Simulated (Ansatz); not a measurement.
`[CH3][In]([OH])[OH]` → C• + 5 H• + In• + 2 O•  (atomization)

Isolated molecules relaxed with PBE0-D4/def2-TZVP in Ansatz; ΔE leaves out vibrations. CBS: MP2 limit from def2 TZ/QZ plus the TZ coupled-cluster correction, frozen cores. This one scheme is used for every species, atoms too. DFT in def2-TZVPP. No spin–orbit coupling; open shells (•) take unrestricted orbitals. Spin–orbit coupling would lower the free atoms: a little for C, O; strongly for In. Elements past krypton have def2 core potentials. Bonds to In are less sure, by a few kJ/mol each and by 10 to 20 or more in all where they break to atoms, as the def2 sets lack core-valence functions. Each species was taken in one conformer, which may not be the lowest.

`[CH3][In]([OH])[OH]`:

Z-matrix (Å, degrees):
```
C
In 1 2.127
H 1 1.090 2 109.8
H 1 1.090 2 109.5 3 119.6
H 1 1.089 2 109.4 3 -120.5
O 2 1.981 1 124.7 3 127.7
O 2 1.993 1 129.1 3 -52.4
H 6 0.961 2 111.0 1 179.9
H 7 0.959 2 114.4 1 0.1
```

CCSD(T)/CBS gives +31.95 eV.

Another level gave +31.30 eV. Which?
A. BHLYP-D4/def2-TZVPP
B. PBE-QIDH/def2-TZVPP
C. r2SCANh-D4/def2-TZVPP
D. LC-ωPBE/def2-TZVPP

C. r2SCANh-D4 31.30, LC-ωPBE 31.57, PBE-QIDH 31.17, BHLYP-D4 30.09 eV.

Largest T1 diagnostic among the species: 0.016.

Leaving LDA and LC-ωPBE aside and taking each functional with its dispersion term where it has one, the values, not all of them listed here, spread over 2.02 eV, from BHLYP-D4 to PBE-D4. LDA lies +4.53 eV from PBE without D4, its usual overbinding. At CCSD(T), def2-SVP lies −2.58 eV from the extrapolated value and def2-TZVPP −1.02 eV: correlation converges slowly with the basis, and small sets miss more of it in the bonded molecule than in its fragments.

For atomizations the MP2-based limit and the directly extrapolated one differ by several kJ/mol either way, and by 10 to 25 for some Ge, Se and Sn compounds, so smaller differences from it don't rank the levels.
